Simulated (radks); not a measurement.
Initial-state core-level shifts of the lutetium ion Lu+ when its valence configuration changes from [Xe] 4f14 6s2. Method: Dirac Kohn-Sham, PBE, spin-unpolarised, spherical densities, finite nucleus; open shells are shared between the two j in proportion to 2j + 1; Fermi nuclear charge, rms radius 5.37 fm; computed with a radial shooting solver on a logarithmic mesh with Libxc functionals. Shifts are changes of the shell-averaged eigenvalues in eV (positive: less bound); the change of the density at the nucleus, which sets a Mossbauer isomer shift, is in e/bohr^3, on a base of 1.111e+06.

\begin{tabular}{lrrrrr}
valence & 2s & 3d & 4d & 5s & density at nucleus \\ \hline
4f14 6s1 6p1 & -1.488 & -1.476 & -1.485 & -1.501 & -57.9 \\
4f14 5d1 6s1 & +2.128 & +2.094 & +2.127 & +2.191 & -70.0 \\
4f12 5d1 6s1 6p2 & -23.578 & -25.387 & -23.400 & -14.380 & +84.9 \\
4f12 6s2 6p2 & -26.803 & -28.545 & -26.535 & -17.316 & +192.5 \\
4f11 5d2 6s1 6p2 & -33.747 & -36.739 & -33.188 & -18.722 & +156.9 \\
4f14 5d1.5 6s0.5 & +3.042 & +2.997 & +3.044 & +3.145 & -101.2 \\
4f13 6s2 6p1 & -12.727 & -13.517 & -12.720 & -8.582 & +89.5 \\
4f13 5d1 6s2 & -8.526 & -9.370 & -8.559 & -4.482 & +64.7 \\
4f13 6s1 6p2 & -14.126 & -14.908 & -14.115 & -9.964 & +18.3 \\
\end{tabular}
